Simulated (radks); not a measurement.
Results of a calculation; reference values are marked as such.
Task: Nd II, configuration [Xe] 4f4 6s1 (the NIST ground configuration). Code: a radial shooting solver on a logarithmic mesh with Libxc functionals. Model: scalar-relativistic Kohn-Sham, LDA (Slater exchange, Perdew-Wang correlation), spin-polarised, spherical densities, point nucleus; open shells are filled with parallel spins first (spin-orbit coupling, left out, can overturn this in heavy ions). Some entries of the table are withheld. Estimate them.

| orbital | occ. | eigenvalue (eV) | <r> (bohr) | <r^2> (bohr^2) |
|---|---|---|---|---|
| 1s up | 1 | -43365.94 | 0.02365 | 0.0007609 |
| 1s down | 1 | -43365.93 | 0.02365 | 0.0007609 |
| 2s up | 1 | -7019.765 | 0.1010 | 0.01205 |
| 2s down | 1 | -7019.727 | 0.1010 | 0.01205 |
| 2p up | 3 | -6278.769 | 0.08883 | 0.009630 |
| 2p down | 3 | -6278.742 | 0.08882 | 0.009630 |
| 3s up | 1 | -1527.146 | 0.2667 | 0.08127 |
| 3s down | 1 | -1526.031 | 0.2666 | 0.08120 |
| 3p up | 3 | -1293.443 | 0.2648 | 0.08126 |
| 3p down | 3 | -1292.338 | 0.2647 | 0.08118 |
| 3d up | 5 | -968.3305 | 0.2419 | 0.06892 |
| 3d down | 5 | -967.4601 | 0.2418 | 0.06881 |
| 4s up | 1 | -308.8646 | 0.6078 | 0.4170 |
| 4s down | 1 | -306.0230 | 0.6076 | 0.4168 |
| 4p up | 3 | -232.2885 | 0.6438 | 0.4715 |
| 4p down | 3 | -229.4381 | 0.6436 | 0.4713 |
| 4d up | 5 | -123.4225 | 0.7078 | 0.5816 |
| 4d down | 5 | -120.5799 | 0.7080 | 0.5823 |
| 5s up | 1 | (1) | 1.466 | (2) |
| 5s down | 1 | (3) | 1.479 | (4) |
| 5p up | 3 | -28.6929 | 1.719 | 3.359 |
| 5p down | 3 | -27.2229 | 1.738 | 3.431 |
| 6s up | 1 | -8.7729 | 3.927 | 17.26 |
| 4f up | 4 | -8.7265 | (5) | 1.632 |
| 6s down | 0 | -7.8285 | 4.032 | 18.29 |
| 4f down | 0 | -6.2745 | (6) | 1.889 |

Result: 
(1) 5s up eigenvalue (eV): -47.2485
(2) 5s up <r^2> (bohr^2): 2.420
(3) 5s down eigenvalue (eV): -45.4370
(4) 5s down <r^2> (bohr^2): 2.462
(5) 4f up <r> (bohr): 1.088
(6) 4f down <r> (bohr): 1.150
